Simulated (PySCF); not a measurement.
Z-matrix (Å, degrees):
```
Y
C 1 2.3188
H 2 1.1130 1 115.11
H 2 1.1156 3 106.56 1 -120.22
H 2 1.1158 3 107.42 4 -113.16
C 1 2.3189 2 104.41 3 -167.85
H 6 1.1135 1 115.18 2 -179.98
H 6 1.1153 7 106.34 1 120.48
H 6 1.1155 7 107.50 8 113.24
Br 1 2.6235 2 112.44 3 -45.90
```
Charge 0, multiplicity 1.

### Question
What total energy, dipole moment, HOMO, HOMO–LUMO gap, charge on the central atom (Mulliken) and LUMO does TPSSh-D3(BJ)/def2-TZVP // PBE-D3(BJ)/def2-SVP run with PySCF give?

### Answer

```
Quantity                                      Result
-------------------------------------  -------------
total energy                           -2692.3279 Ha
dipole moment                                 4.92 D
HOMO                                        -6.15 eV
HOMO–LUMO gap                                3.76 eV
charge on the central atom (Mulliken)         1.32 e
LUMO                                        -2.39 eV
```
